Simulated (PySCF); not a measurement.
Checking a proposed structure

A compound C7H8ClFSi gives the data below (simulated from a calculation) and was assigned the structure `C#C[Si@]1(F)CCC=C(Cl)C1`.

13C{1H} NMR (computed): δ 168.7 (CH), 156.9 (C), 87.0 (CH), 85.3 (C), 65.1 (C), 59.7 (CH), 18.3 (CH3).

1H NMR (600 MHz, computed): δ 7.30 (m, 1H), 5.45 (m, 1H), 5.43 (m, 1H), 3.30 (m, 1H), 2.38 (s, 1H), 1.36 (d, 3H).

Level of theory: coordinates at the GFN2-xTB level, NMR shieldings at PBE0/pcSseg-1/GIAO, in PySCF (averaged over atoms made equivalent by symmetry, fast rotation or ring inversion, gas phase, one computed conformer, non-relativistic Hamiltonian).

Chemical shifts δ = σref − σ; 1H, 13C against TMS, all at this level.

Task: Compare with the shifts computed for the proposed structure, pairing carbons in order of shift.

Result: Mapped SMILES: `[CH:1]#[C:2][Si@:3]1([F:4])[CH2:5][CH2:6][CH:7]=[C:8]([Cl:9])[CH2:10]1`. Each H is labelled by its parent atom.

```json
{"atom": "C8", "computed for proposal": "144.4", "given list": "168.7", "difference": "-24.3"}
{"atom": "C7", "computed for proposal": "135.0", "given list": "156.9", "difference": "-21.9"}
{"atom": "C1", "computed for proposal": "103.8", "given list": "87.0", "difference": "+16.8"}
{"atom": "C2", "computed for proposal": "87.6", "given list": "85.3", "difference": "+2.3"}
{"atom": "C10", "computed for proposal": "27.2", "given list": "65.1", "difference": "-37.9"}
{"atom": "C6", "computed for proposal": "25.2", "given list": "59.7", "difference": "-34.5"}
{"atom": "C5", "computed for proposal": "13.2", "given list": "18.3", "difference": "-5.1"}
```

The rms difference is 23.9 ppm and the largest -37.9 ppm at C10 (allylic sp3 CH2 bonded to Si). The carbon types in order of shift don't match either: C, CH, CH, C, CH2, CH2, CH2 for the proposal against CH, C, CH, C, C, CH, CH3 in the data. The proposal doesn't fit.

Task: Which isomer fits?

Result: SMILES C#C[C@@]1(Cl)C([SiH2]F)=C[C@H]1C.

1. Carbon types of the structure: 3 × C, 3 × CH, 1 × CH3, leaving 2 H on heteroatoms.
2. δC 156.9: fully substituted alkene carbon; the olefinic region.
3. δC 87.0: terminal alkyne carbon; sp carbons lie upfield of alkene carbons because the cylindrical π system leaves one tensor component strongly shielded.
4. δC 85.3: alkyne carbon; the triple bond shields along its axis, which puts it between sp3 and sp2 carbons.
5. δC 65.1: allylic fully substituted sp3 carbon bonded to Cl; the inductive effect lowers its shielding.

The shifts were computed for this structure.

Carbons that carry Cl, above all several Cl atoms, come out too deshielded, partly because spin–orbit coupling is missing. Splittings by 19F in the carbon and heteronuclear signals aren't shown, as no couplings were computed. Shifts are as computed. Against solution values, carbons near 30 ppm lie about +3 ppm off and those near 130 ppm about +5 ppm; carbons on Cl a further +6 ppm. Of 1309 compounds with measured shifts, 239 miss one by over three times the rms of a fit or turn the order of signals round; such compounds aren't used in these exercises. Multiplicities follow the n + 1 count of equivalent neighbours, as no J values were calculated; m marks all less simple cases, F and P coupling included.
